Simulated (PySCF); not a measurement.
## From computed data to an observable: entropy of an ideal gas

SiF2, SMILES F[Si]F (connectivity only; charge and spin as stated), neutral, multiplicity 1.

Geometry: TPSSh-D3(BJ)/def2-TZVP. The isomer is the one that the SMILES or the coordinates give; other isomers of the formula were not compared.

TPSSh-D3(BJ)/def2-TZVP run with PySCF gives the harmonic wavenumbers 333, 841, 856 cm⁻¹ and the rotational temperatures 1.4223, 0.4163, 0.3220 K. The molar mass is 66.08 g/mol, the symmetry number 2, the spin multiplicity 1.

Question: Work out the entropy at 298.15 K and 1 atm in the rigid-rotor, harmonic-oscillator model.

Answer: 
Translation (Sackur–Tetrode at 1 atm): S = R[1.5 ln M + 2.5 ln T − 1.16487] = 161.0 J/(mol K).
Rotation: q = (√π/σ) T^1.5/√(θA θB θC) = 10400, S = R[ln q + 3/2] = 89.4 J/(mol K).
Vibration: with u = 1.4388 ν/T, each mode gives R[u/(e^u − 1) − ln(1 − e^−u)]:
```tsv
ν (cm⁻¹)	modes	u	S (J/(mol K))
333	1	1.61	5.21
841	1	4.06	0.74
856	1	4.13	0.70
```
These are all the modes. Sum 6.6 J/(mol K).
Spin: R ln 1 = 0.0 J/(mol K).
Total 257.1 J/(mol K); the program's own thermochemistry gives 257.1. Translation makes up 63 % and vibration 3 %. Anharmonicity, hindered rotation and orbital degeneracy are left out.
